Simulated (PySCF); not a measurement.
SbF₃, SMILES [F][Sb]([F])[F]. The structure is a stationary point at PBE-D3(BJ)/def2-SVP. The isomer is the one that the SMILES or the coordinates give; other isomers of the formula were not compared. The def2 effective core potentials stand for the cores of Sb; spin–orbit coupling is left out.

Task: Give the equilibrium geometry at PBE-D3(BJ)/def2-SVP (PySCF confirms it by a frequency run) as Cartesian coordinates in Å, and its point group. (An estimate is asked for; the answer gives what the named calculation found.)

Result: point group C3v.
```xyz
4

Sb     0.0000     0.0000     0.3476
F     -1.4407    -0.8318    -0.6566
F      0.0000     1.6636    -0.6566
F      1.4407    -0.8318    -0.6566
```
Charge 0, spin multiplicity 1.
